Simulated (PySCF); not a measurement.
# Ni⁺: interval between two levels

Ni⁺ [Ar] 3d9 [2D5/2, M_J = 5/2] → Ni⁺ [Ar] 3d8 4p1 [4G11/2, M_J = 11/2], as a difference of total energies. Computed with PySCF 2.14 in x2c-TZVPall-2c, with the two-component X2C-1e Hamiltonian. Correlated levels: [Ne] frozen; the 6 highest virtual spinors dropped. "Screened" scales the spin-orbit matrix elements by Boettger's factors to mimic the two-electron term; Breit and QED terms are absent.

```tsv
method	interval between two levels (cm⁻¹)	error (cm⁻¹)
GHF (spin-free)	34242	-19255
GMP2 (spin-free)	58519	+5022
GHF (screened spin-orbit)	34063	-19434
GMP2 (screened spin-orbit)	58362	+4865
```

Reference: 53496 cm⁻¹ (measured; NIST Handbook of Basic Atomic Spectroscopic Data (Sansonetti and Martin, J. Phys. Chem. Ref. Data 34, 1559 (2005))).

Errors of the correlated levels include the incompleteness of this basis and the frozen core.

The labels give the starting determinants; with spin-orbit coupling the two ends relaxed to ⟨J²⟩ = 8.76, ⟨L²⟩ = 6.01, ⟨S²⟩ = 0.75 and ⟨J²⟩ = 35.76, ⟨L²⟩ = 20.01, ⟨S²⟩ = 3.75.
